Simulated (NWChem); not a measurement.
System: C2H5FOSi; SMILES C=C(F)[SiH2]O

NWChem input:

```
start job
memory heap 200 mb stack 900 mb global 1100 mb
geometry units angstroms noautoz
  C      0.746009     1.966151     0.350898
  C      0.074087     0.954686    -0.197585
  F     -1.091766     1.220597    -0.868758
  Si     0.535075    -0.869522    -0.199809
  O     -0.533318    -1.803972     0.670779
  H      0.398786     2.992974     0.272120
  H      1.665078     1.777305     0.894615
  H      1.846791    -1.008550     0.471487
  H      0.599380    -1.306523    -1.621856
  H     -1.437489    -1.859751     0.331377
end
basis spherical
  * library 3-21g
end
dft
  xc hfexch
  iterations 150
  mulliken
end
task dft energy
```

Output (shortened):

```
             Northwest Computational Chemistry Package (NWChem) 7.3.0
             --------------------------------------------------------

 C1  symmetry detected

                             Geometry "geometry" -> ""
                             -------------------------

 Output coordinates in angstroms (scale by  1.889725989 to convert to a.u.)

  No.       Tag          Charge          X              Y              Z
 ---- ---------------- ---------- -------------- -------------- --------------
    1 C                    6.0000     0.96858455     1.80712160     0.40261141
    2 C                    6.0000     0.06835224     0.90836350     0.00613962
    3 F                    9.0000    -1.23829467     1.29869453    -0.13777225
    4 Si                  14.0000     0.35721816    -0.89989209    -0.42631604
    5 O                    8.0000    -0.38729092    -1.94245655     0.63733308
    6 H                    1.0000     0.69536478     2.83930752     0.60528957
    7 H                    1.0000     2.00555081     1.51758579     0.53241437
    8 H                    1.0000     1.80887195    -1.16758858    -0.31858564
    9 H                    1.0000    -0.13508355    -1.10504140    -1.81659496
   10 H                    1.0000    -1.35439952    -1.92728288     0.65468067

 Effective nuclear repulsion energy (a.u.)     223.2947131808

  xc_inp: hfexch multiplicative factor not found.

                                 NWChem DFT Module
                                 -----------------

 Summary of "ao basis" -> "ao basis" (spherical)
 ------------------------------------------------------------------------------
       Tag                 Description            Shells   Functions and Types
 ---------------- ------------------------------  ------  ---------------------
 C                           3-21g                   5        9   3s2p
 F                           3-21g                   5        9   3s2p
 Si                          3-21g                   7       13   4s3p
 O                           3-21g                   5        9   3s2p
 H                           3-21g                   2        2   2s

            General Information
            -------------------
          SCF calculation type: DFT
          Wavefunction type:  closed shell.
          No. of atoms     :    10
          No. of electrons :    48
           Alpha electrons :    24
            Beta electrons :    24
          Charge           :     0
          Spin multiplicity:     1
          Use of symmetry is: off; symmetry adaption is: off
          Maximum number of iterations: 150
          AO basis - number of functions:    59
                     number of shells:    37
          Convergence on energy requested:  1.00D-06
          Convergence on density requested:  1.00D-05
          Convergence on gradient requested:  5.00D-04

              XC Information
              --------------
                     Hartree-Fock (Exact) Exchange  1.000

      Superposition of Atomic Density Guess
      -------------------------------------

 Sum of atomic energies:        -537.96778379

      Non-variational initial energy
      ------------------------------

 Total energy =    -539.808876
 1-e energy   =   -1187.564817
 2-e energy   =     424.461228
 HOMO         =      -0.289176
 LUMO         =       0.023342

     ---------------------------------------------
      Total Density - Mulliken Population Analysis
     ---------------------------------------------

    Atom       Charge   Shell Charges
 -----------   ------   -------------------------------------------------------
    1 C    6     6.67   1.99  0.44  1.60  1.02  1.62
    2 C    6     5.76   1.99  0.41  1.26  0.97  1.14
    3 F    9     9.47   1.99  0.45  2.54  1.52  2.97
    4 Si  14    12.79   2.00  1.97  5.86  0.69  1.25  0.46  0.56
    5 O    8     9.05   1.99  0.43  2.30  1.43  2.90
    6 H    1     0.74   0.41  0.33
    7 H    1     0.73   0.41  0.32
    8 H    1     1.15   0.41  0.74
    9 H    1     1.15   0.41  0.75
   10 H    1     0.48   0.31  0.17

   convergence    iter        energy       DeltaE   RMS-Dens  Diis-err
 ---------------- ----- ----------------- --------- --------- ---------
 d= 0,ls=0.0,diis     1   -538.8863066294 -7.62D+02  1.38D-02  6.13D-01
 d= 0,ls=0.0,diis     2   -538.9494099254 -6.31D-02  4.47D-03  2.10D-01
 d= 0,ls=0.0,diis     3   -538.9677545127 -1.83D-02  1.64D-03  4.02D-03
 d= 0,ls=0.0,diis     4   -538.9686943801 -9.40D-04  3.08D-04  1.15D-04
 d= 0,ls=0.0,diis     5   -538.9687322131 -3.78D-05  8.44D-05  1.54D-05
  Resetting Diis
 d= 0,ls=0.0,diis     6   -538.9687359561 -3.74D-06  4.64D-05  2.72D-06
 d= 0,ls=0.0,diis     7   -538.9687367285 -7.72D-07  9.65D-06  1.46D-07

         Total DFT energy =     -538.968736728481
      One electron energy =    -1189.507859210844
           Coulomb energy =      478.003449138706
    Exchange-Corr. energy =      -50.759039837157
 Nuclear repulsion energy =      223.294713180814

 Numeric. integr. density =        0.000000000000

                       DFT Final Molecular Orbital Analysis
                       ------------------------------------

 Vector   22  Occ=2.000000D+00  E=-4.746197D-01
              MO Center=  4.5D-01, -1.0D+00, -2.9D-01, r^2= 3.2D+00
   Bfn.  Coefficient  Atom+Function         Bfn.  Coefficient  Atom+Function
  ----- ------------  ---------------      ----- ------------  ---------------
    55      0.400676   8 H  s                57     -0.306345   9 H  s
    49     -0.224180   5 O  pz               34      0.204085   4 Si px
    54      0.193546   8 H  s                45     -0.181429   5 O  pz
    15     -0.167974   2 C  s                46     -0.151513   5 O  s
    47     -0.151219   5 O  px               36      0.142469   4 Si pz

 Vector   23  Occ=2.000000D+00  E=-4.525745D-01
              MO Center= -1.2D-01, -5.4D-01, -1.3D-01, r^2= 3.7D+00
   Bfn.  Coefficient  Atom+Function         Bfn.  Coefficient  Atom+Function
  ----- ------------  ---------------      ----- ------------  ---------------
    15      0.358436   2 C  s                57     -0.297555   9 H  s
    17     -0.284170   2 C  py               49     -0.279306   5 O  pz
    48     -0.273382   5 O  py               13     -0.248646   2 C  py
    44     -0.220681   5 O  py               45     -0.218610   5 O  pz
    26      0.197565   3 F  py               22      0.154169   3 F  py

 Vector   24  Occ=2.000000D+00  E=-3.863960D-01
              MO Center=  3.9D-01,  1.3D+00,  1.6D-01, r^2= 2.0D+00
   Bfn.  Coefficient  Atom+Function         Bfn.  Coefficient  Atom+Function
  ----- ------------  ---------------      ----- ------------  ---------------
     9      0.368644   1 C  pz                5      0.303410   1 C  pz
    14      0.292377   2 C  pz               18      0.289181   2 C  pz
    27     -0.235454   3 F  pz               23     -0.181350   3 F  pz
    57      0.128601   9 H  s                 8     -0.095272   1 C  py
    17     -0.079811   2 C  py                4     -0.077650   1 C  py

 Vector   25  Occ=0.000000D+00  E= 1.272204D-01
              MO Center=  4.1D-01,  3.9D-01, -3.4D-02, r^2= 4.2D+00
   Bfn.  Coefficient  Atom+Function         Bfn.  Coefficient  Atom+Function
  ----- ------------  ---------------      ----- ------------  ---------------
     9      0.548200   1 C  pz               46      0.475655   5 O  s
    40     -0.471778   4 Si pz               39      0.412598   4 Si py
    38      0.372804   4 Si px               18     -0.362374   2 C  pz
    57     -0.278094   9 H  s                 5      0.248723   1 C  pz
    55     -0.214891   8 H  s                14     -0.199642   2 C  pz

 Vector   26  Occ=0.000000D+00  E= 1.990062D-01
              MO Center= -3.3D-02, -1.3D-01, -3.2D-01, r^2= 4.6D+00
   Bfn.  Coefficient  Atom+Function         Bfn.  Coefficient  Atom+Function
  ----- ------------  ---------------      ----- ------------  ---------------
    38      1.053003   4 Si px               55     -0.749732   8 H  s
    18      0.464455   2 C  pz               46      0.455852   5 O  s
    57      0.379348   9 H  s                 9     -0.339433   1 C  pz
    51      0.284130   6 H  s                 6     -0.275588   1 C  s
    39      0.218940   4 Si py                7      0.198567   1 C  px

 Vector   27  Occ=0.000000D+00  E= 2.112453D-01
              MO Center=  5.1D-01, -1.0D+00, -4.6D-01, r^2= 4.6D+00
   Bfn.  Coefficient  Atom+Function         Bfn.  Coefficient  Atom+Function
  ----- ------------  ---------------      ----- ------------  ---------------
    39      1.353033   4 Si py               15     -0.961556   2 C  s
    17      0.517073   2 C  py               55      0.434043   8 H  s
    40      0.405628   4 Si pz               38     -0.391789   4 Si px
    53      0.375346   7 H  s                 6     -0.365044   1 C  s
    57      0.295822   9 H  s                37      0.260627   4 Si s

     ---------------------------------------------
      Total Density - Mulliken Population Analysis
     ---------------------------------------------

    Atom       Charge   Shell Charges
 -----------   ------   -------------------------------------------------------
    1 C    6     6.49   1.99  0.40  1.60  0.98  1.53
    2 C    6     6.10   1.99  0.39  1.49  0.96  1.28
    3 F    9     9.40   1.99  0.44  2.45  1.57  2.95
    4 Si  14    12.59   2.00  1.97  5.87  0.70  1.44  0.29  0.33
    5 O    8     8.84   1.99  0.41  2.10  1.49  2.86
    6 H    1     0.75   0.46  0.29
    7 H    1     0.77   0.47  0.30
    8 H    1     1.23   0.43  0.80
    9 H    1     1.23   0.43  0.80
   10 H    1     0.59   0.41  0.18

     -------------------------------------------
      Total Density - Lowdin Population Analysis
     -------------------------------------------

    Atom       Charge   Shell Charges
 -----------   ------   -------------------------------------------------------
    1 C    6     6.23   1.98  0.43  1.52  0.58  1.73
    2 C    6     6.08   1.98  0.45  1.46  0.61  1.58
    3 F    9     9.20   1.98  0.61  2.46  1.18  2.96
    4 Si  14    13.13   2.00  1.95  5.80  0.57  1.45  0.45  0.91
    5 O    8     8.58   1.98  0.56  2.10  1.06  2.88
    6 H    1     0.88   0.45  0.43
    7 H    1     0.88   0.46  0.42
    8 H    1     1.14   0.46  0.68
    9 H    1     1.16   0.46  0.69
   10 H    1     0.73   0.42  0.30

     Multipole analysis of the density
     ---------------------------------

     L   x y z        total         alpha         beta         nuclear
     -   - - -        -----         -----         ----         -------
     0   0 0 0     -0.000000    -24.000000    -24.000000     48.000000

     1   1 0 0      0.152955      0.076478      0.076478      0.000000
     1   0 1 0      0.229737      0.114868      0.114868     -0.000000
     1   0 0 1     -0.183405     -0.091702     -0.091702      0.000000

     2   2 0 0    -25.861384    -70.200176    -70.200176    114.538969
     2   1 1 0      4.327460     -4.236700     -4.236700     12.800860
     2   1 0 1     -0.671914     -0.411160     -0.411160      0.150406
     2   0 2 0    -29.273638   -189.458731   -189.458731    349.643824
     2   0 1 1      2.353347     -2.215442     -2.215442      6.784230
     2   0 0 2    -29.497541    -35.135221    -35.135221     40.772901
```

Level: Hartree-Fock/3-21G. Geometry: optimised at B3LYP/6-31G* (spherical d).
